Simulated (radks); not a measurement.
The numbers below are computed, except where a source is named.
Problem. Species: Ni III. Configuration: [Ar] 3d8 (the NIST ground configuration). Code: a radial shooting solver on a logarithmic mesh with Libxc functionals. Model: Dirac Kohn-Sham, LDA (Slater exchange, Perdew-Wang correlation), spin-unpolarised, spherical densities, finite nucleus; open shells are shared between the two j in proportion to 2j + 1; Fermi nuclear charge, rms radius 3.7757 fm. Some entries of the table are withheld. Estimate them.

orbital,occ.,eigenvalue (eV),r(max) (bohr)
1s1/2,2,-8213.016,(1)
2s1/2,2,-998.9541,0.2050
2p1/2,2,-875.0450,(2)
2p3/2,4,-857.5983,(3)
3s1/2,2,-130.2477,0.6404
3p1/2,2,(4),(5)
3p3/2,4,(6),(7)
3d3/2,3.2,-28.8568,0.6257
3d5/2,4.8,-28.6100,0.6285

Solution. 
(1) 1s1/2 r(max) (bohr): 0.03546
(2) 2p1/2 r(max) (bohr): 0.1630
(3) 2p3/2 r(max) (bohr): 0.1656
(4) 3p1/2 eigenvalue (eV): -92.5225
(5) 3p1/2 r(max) (bohr): 0.6420
(6) 3p3/2 eigenvalue (eV): -90.3085
(7) 3p3/2 r(max) (bohr): 0.6498
